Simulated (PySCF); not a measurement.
Isomers of C6H16BN, from PBE0-D3(BJ)/def2-SVP geometry optimisation, gas phase in PySCF 2.14.0. One conformer each, no zero-point energy, no frequencies.

**Question.** Which isomer lies lower at this level?
A. `[CH3:1][C@H:2]1[CH2:3][BH2-:4][N+:5]([CH3:6])([CH3:7])[CH2:8]1` with C1–C2–C3–B4 153°, C2–C3–B4–N5 -8°, C3–B4–N5–C6 -138°, B4–N5–C8–C2 38°: A = 3333, B = 1454, C = 1329 MHz, dipole 4.40 D
B. `[BH3-:1][N+:2]([CH3:3])([CH3:4])[CH2:5][CH:6]1[CH2:7][CH2:8]1` with B1–N2–C5–C6 -179°, N2–C5–C6–C7 88°: A = 3694, B = 1213, C = 1180 MHz, dipole 5.45 D

**Answer.** A. That is `C[C@H]1C[BH2-][N+](C)(C)C1`, 29.6 kcal/mol below the other.

```tsv
SMILES	mapped SMILES	E (Eh)	relative (kcal/mol)	relative (kJ/mol)	dipole (D)
C[C@H]1C[BH2-][N+](C)(C)C1	[CH3:1][C@H:2]1[CH2:3][BH2-:4][N+:5]([CH3:6])([CH3:7])[CH2:8]1	-317.27691	0.0	0.0	4.40
[BH3-][N+](C)(C)CC1CC1	[BH3-:1][N+:2]([CH3:3])([CH3:4])[CH2:5][CH:6]1[CH2:7][CH2:8]1	-317.22976	29.6	123.8	5.45
```

As drawn, the higher has a three-membered ring, which the lower lacks.
